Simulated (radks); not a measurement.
Problem. Radial electron density D(r) = 4 pi r^2 rho(r) of an atom or ion with 43 electrons. All-electron calculation, Dirac Kohn-Sham, PBE, spin-unpolarised, spherical densities, point nucleus. Program: a radial shooting solver on a logarithmic mesh with Libxc functionals.

```
   r/bohr * D(r) (the largest magnitude, 69.6, reaches the edge; | marks zero)
 0.001716 | *
 0.001966 |  *
 0.002253 |  *
 0.002581 |   *
 0.002957 |    *
 0.003388 |     *
 0.003882 |       *
 0.004447 |         *
 0.005095 |           *
 0.005837 |             *
 0.006688 |                *
 0.007662 |                    *
 0.008778 |                       *
 0.009977 |                           *
  0.01143 |                              *
   0.0131 |                                  *
    0.015 |                                      *
  0.01719 |                                         *
  0.01969 |                                           *
  0.02256 |                                            *
  0.02585 |                                           *
  0.02961 |                                          *
  0.03393 |                                        *
  0.03887 |                                      *
  0.04453 |                                     *
  0.05102 |                                     *
  0.05845 |                                       *
  0.06697 |                                           *
  0.07673 |                                                *
   0.0879 |                                                    *
   0.1007 |                                                      *
   0.1154 |                                                     *
   0.1322 |                                                 *
   0.1514 |                                           *
   0.1735 |                                     *
   0.1988 |                                  *
   0.2278 |                                   *
   0.2609 |                                       *
   0.2989 |                                          *
   0.3425 |                                         *
   0.3924 |                                     *
   0.4496 |                             *
    0.515 |                    *
   0.5901 |             *
    0.676 |          *
   0.7684 |          *
   0.8803 |          *
    1.009 |          *
    1.155 |         *
    1.324 |       *
    1.517 |     *
    1.738 |   *
    1.991 |  *
    2.281 | *
    2.613 |*
    2.994 |*
     3.43 *
    3.929 *
    4.502 *
    5.158 *
    5.909 *
```

What is the nuclear charge?

Solution. Z = 44. The innermost maximum, from 1s, lies near gamma/Z bohr with gamma = sqrt(1 - (Z/c)^2) = 0.947, here 0.0215 bohr (found: 0.0235), and its height grows with Z. The density is that of the ruthenium ion Ru+ in [Kr] 4d7; the configuration itself is not fixed sharply by these data, and Z only to a few units. D(r) has 4 maxima, at r = 0.0235, 0.104, 0.319, 0.961 bohr, and minima at 0.0471, 0.205, 0.750 bohr, inside which lie 2.05, 11.10, 29.13 electrons.
